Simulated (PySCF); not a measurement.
Vertical excitations of a molecule C3H4ClFSi from TDDFT-CAM-B3LYP/def2-SVPD in PySCF, as energy in eV (oscillator strength): 5.64 (0.000), 5.98 (0.004), 6.05 (0.001), 6.97 (0.003), 7.46 (0.020), 7.79 (0.281), 8.11 (0.058), 8.24 (0.023), 8.29 (0.025), 8.33 (0.031). Lowest triplet (TDA): 4.67 eV. Coordinates come from a PBE-D3(BJ)/def2-SVP optimisation. Other conformers were not sampled.

### Question
Which structure fits?
(A) F[SiH2]C=C=CCl
(B) C#C[Si@H](Cl)CF
(C) FC(Cl)=C=C[SiH3]
(D) FC1=CC[Si@@H]1Cl

### Answer
B, C#C[Si@H](Cl)CF
